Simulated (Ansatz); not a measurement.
Start from `BC(=C)S` and change one atom or group to get `BC(=C)Cl`.

Ansatz, PBE0-D4/def2-TZVP geometries, multiplicity 1. Each molecule was computed in one conformer, which needn't be the lowest.

```tsv
property	`BC(=C)S`
HOMO–LUMO gap (PBE/def2-TZVPP) / eV	2.46
LUMO energy (ωB97M-V/def2-TZVPP) / eV	-0.29
LUMO energy (PBE0/def2-TZVPP) / eV	-2.29
ideal-gas entropy at 298 K and 1 bar (rigid rotor, harmonic PBE0-D4/def2-TZVP) / J/(mol·K)	307
HOMO–LUMO gap (B3LYP/def2-TZVPP) / eV	4.03
size of the dipole moment (B3LYP/def2-TZVPP) / D	0.51
```

Q: Give the same properties after the change, and the shifts. (Best estimate.)

A: The calculation gave: 
```tsv
property	`BC(=C)Cl`	shift
HOMO–LUMO gap (PBE/def2-TZVPP) / eV	3.31	0.85
LUMO energy (ωB97M-V/def2-TZVPP) / eV	-0.44	-0.15
LUMO energy (PBE0/def2-TZVPP) / eV	-2.48	-0.19
ideal-gas entropy at 298 K and 1 bar (rigid rotor, harmonic PBE0-D4/def2-TZVP) / J/(mol·K)	296	-11
HOMO–LUMO gap (B3LYP/def2-TZVPP) / eV	4.96	0.93
size of the dipole moment (B3LYP/def2-TZVPP) / D	1.72	1.21
```

With PBE0 the HOMO falls by 1.15 eV and the LUMO falls by 0.19 eV, so the gap widens by about 0.96 eV. PBE moves the HOMO by -1.06 eV and ωB97M-V by -1.22 eV. The zero-point energy changes by -22.8 kJ/mol with -3 modes. Dipoles are sizes alone; their direction can turn.

B3LYP here is the variant with VWN-RPA as its local correlation; programs differ in this.
